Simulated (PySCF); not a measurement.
## Nuclear quadrupole coupling in `C/C=C(/F)COCC`

Compound: C6H11FO.
SMILES with atom numbers: `[CH3:1]/[CH:2]=[C:3](/[F:4])[CH2:5][O:6][CH2:7][CH3:8]` (hydrogens: H9, H10, H11 on C1; H12 on C2; H13, H14 on C5; H15, H16 on C7; H17, H18, H19 on C8)

Cartesian coordinates in Å at the GFN2-xTB level; atoms count from 1:
```
atom  x, y, z in Å
C1     1.9261    0.5474    1.0914
C2     1.8039    1.0521   -0.3047
C3     1.1806    0.4178   -1.2840
F4     1.1518    0.9920   -2.5208
C5     0.4613   -0.9069   -1.2479
O6    -0.4421   -1.0390   -0.1781
C7    -1.5692   -0.1886   -0.2739
C8    -2.4494   -0.4197    0.9427
H9     1.5194    1.2816    1.7859
H10    2.9771    0.4039    1.3410
H11    1.3945   -0.3901    1.2163
H12    2.2638    2.0069   -0.5223
H13    1.1811   -1.7224   -1.1203
H14   -0.0545   -1.0385   -2.2114
H15   -2.1228   -0.4150   -1.1986
H16   -1.2468    0.8620   -0.3176
H17   -3.3309    0.2126    0.8887
H18   -1.8974   -0.1859    1.8486
H19   -2.7564   -1.4610    0.9841
```

Field gradients from the PBE0/pcSseg-1 density (PySCF, non-relativistic), principal values in atomic units, ordered |Vxx| ≤ |Vyy| ≤ |Vzz|:

| atom | Vxx | Vyy | Vzz |
| --- | --- | --- | --- |
| O6 | 0.0152 | 1.9893 | -2.0046 |

**Question.** Find the asymmetry η = (Vxx − Vyy)/Vzz and the couplings χ = eQV/h (234.96 MHz × Q in barn × V in au), with Q(17O) = −0.0256 b.

**Answer.** 
```csv
atom,environment,nucleus,η,χzz (MHz),χxx (MHz),χyy (MHz)
O6,ether oxygen,17O,0.98,12.06,-0.09,-11.97
```

At O6 η is above 0.9: Vyy and Vzz are nearly equal in size and opposite in sign, so a small change could swap them and flip the sign of χzz. The tensor is traceless: Vxx + Vyy + Vzz = 0.

**Question.** What is Vzz at O6 in SI units (1 au = 9.71736 × 10²¹ V/m²)?

**Answer.** -2.0046 au = -19.479 × 10²¹ V/m².

Were the hydrogens deuterons (Q(2H) = 0.00286 b), χzz would run from 187 kHz (H14 and H16) to 219 kHz (H12).

Isolated species at its GFN2-xTB geometry (one conformer only). GFN2-xTB bond lengths can be off by several hundredths of an ångström, more for odd bonds, and the gradients follow them. The small basis limits the accuracy of the gradients.
